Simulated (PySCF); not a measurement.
Species: C5H15NSi2.
Numbering: `[CH3:1][N:2]([CH3:3])[C@H:4]1[CH2:5][CH2:6][SiH2:7][SiH2:8]1` (hydrogens: H9, H10, H11 on C1; H12, H13, H14 on C3; H15 on C4; H16, H17 on C5; H18, H19 on C6; H20, H21 on Si7; H22, H23 on Si8)

The closed-shell ground state was solved at several levels (PySCF, density fitting, gas phase, non-relativistic). Geometry: PBE0-D3(BJ)/def2-SVP, one conformer, isolated molecule.

```csv
level,basis functions,HOMO (eV),LUMO (eV),gap (eV),dipole (D)
wB97X-D/def2-SVPD,288,-7.70,1.78,9.48,1.38
CAM-B3LYP/pcSseg-1,225,-7.15,1.31,8.46,1.21
```

**Question.** What might PBE0/pcSseg-1 (225 basis functions) give for the same quantities?

**Answer.** HOMO -5.83 eV, LUMO 0.24 eV, gap 6.07 eV, dipole 1.34 D.

**Question.** Over all these levels, which gives the widest orbital gap and which the narrowest?

**Answer.** wB97X-D/def2-SVPD (range-separated hybrid) has the widest, 9.48 eV, and PBE0/pcSseg-1 (global hybrid, 25 % exact exchange) the narrowest, 6.07 eV. Functional and basis both differ between the two, so the spread mixes both effects.

**Question.** How far do the dipole and the HOMO energy spread over the levels?

**Answer.** The dipole runs from 1.21 to 1.38 D (mean 1.31 D) and the HOMO from -7.70 to -5.83 eV.
